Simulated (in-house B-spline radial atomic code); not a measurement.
A calculation on Nb4+: its settings, and results tabulated from the run. Method: Dirac-Kohn-Sham BP86, spherical fractional occupations, Fermi nucleus of rms radius 4.324 fm. Calculated with a radial B-spline atomic code at the basis-set limit.

Command:
```bash
python run_scf.py task.json out
```
Settings (nuclear radius in fm, mass in u):
```
Z                41
configuration    [Kr] 4d1
hamiltonian      dirac
method           b88,p86
spin_polarised   False
nucleus          fermi
rms_radius       4.324
atomic_mass      92.90637
speed_of_light   137.035999084
```

Output (hartree, bohr):
```
 radial grid: 68 intervals, B-splines of order 8, outer radius 22.1277 bohr

 iter        energy (Eh)    residual
    1       -3813.315169    4.69e-01
    2       -3816.366322    2.52e-01
    3       -3817.809763    5.26e-02
    4       -3817.868125    1.49e-02
    5       -3817.871968    5.86e-03
    6       -3817.872659    1.59e-03
    7       -3817.872684    4.00e-05
    8       -3817.872684    5.06e-06
    9       -3817.872684    1.40e-07

 total energy                     -3817.87268
 kinetic                            3952.1938
 electron-nucleus                  -9155.8957
 Hartree                            1504.1907
 exchange-correlation               -118.3614

 first-order corrections (not in the total)
   Gaunt                             2.4821
   retardation                      -0.2454
   frequency dependence             -0.0145
   self-energy                       1.6653
   Uehling                          -0.1873
   Wichmann-Kroll                    0.0027
   recoil                            0.0159

 orbital      occ     eigenvalue          <r>       <r^2>       <1/r>       r_max    small
 1s1/2      2.000      -692.7459    0.0360896  0.00175691     42.4038     0.02349  2.23e-02
 2s1/2      2.000       -98.3820     0.157709   0.0293785     9.62637      0.1333  4.56e-03
 2p1/2      2.000       -90.4306      0.13459   0.0222349     9.60158      0.1039  4.56e-03
 2p3/2      4.000       -86.9093     0.139066   0.0236099      9.1646      0.1076  4.42e-03
 3s1/2      2.000       -17.8506     0.442884    0.224936     3.27633      0.3956  1.20e-03
 3p1/2      2.000       -14.8577     0.438415    0.224076      3.1734      0.3831  1.15e-03
 3p3/2      4.000       -14.2868     0.448902    0.234705     3.06843      0.3923  1.11e-03
 3d3/2      4.000        -9.0041     0.430534    0.223588     2.87344      0.3327  9.94e-04
 3d5/2      6.000        -8.8977     0.434035     0.22709     2.84629      0.3354  9.83e-04
 4s1/2      2.000        -3.8035      1.13547     1.45649     1.20032       1.024  2.73e-04
 4p1/2      2.000        -2.9536      1.23289     1.73005     1.09051       1.092  2.32e-04
 4p3/2      4.000        -2.8698      1.25877     1.80271     1.06285       1.115  2.25e-04
 4d3/2      0.400        -1.6022      1.59367     2.94301    0.819279       1.347  1.43e-04
 4d5/2      0.600        -1.5922      1.60304     2.97702    0.813808       1.355  1.41e-04

 Slater integrals (Eh)
   F0(4p1/2,4p1/2)               0.729528
   F0(4p1/2,4p3/2)               0.721859
   G2(4p1/2,4p3/2)               0.381195
   F0(4p1/2,4d3/2)               0.631168
   G1(4p1/2,4d3/2)               0.390149
   F0(4p1/2,4d5/2)               0.628726
   G3(4p1/2,4d5/2)               0.237580
   F0(4p3/2,4p3/2)               0.714499
   F2(4p3/2,4p3/2)               0.378008
   F0(4p3/2,4d3/2)               0.626491
   F2(4p3/2,4d3/2)               0.314240
   G1(4p3/2,4d3/2)               0.393340
   G3(4p3/2,4d3/2)               0.241899
   F0(4p3/2,4d5/2)               0.624118
   F2(4p3/2,4d5/2)               0.312398
   G1(4p3/2,4d5/2)               0.390241
   G3(4p3/2,4d5/2)               0.239972
   F0(4d3/2,4d3/2)               0.565894
   F2(4d3/2,4d3/2)               0.290728
   F0(4d3/2,4d5/2)               0.564219
   F2(4d3/2,4d5/2)               0.289913
   G2(4d3/2,4d5/2)               0.289825
   G4(4d3/2,4d5/2)               0.191718
   F0(4d5/2,4d5/2)               0.562563
   (list cut)
```

Cost of the run: 1.5 s on 1 thread of Arm Neoverse V2, on a shared host.

For the Dirac Hamiltonian the kinetic term is c α·p + (β - 1)c².
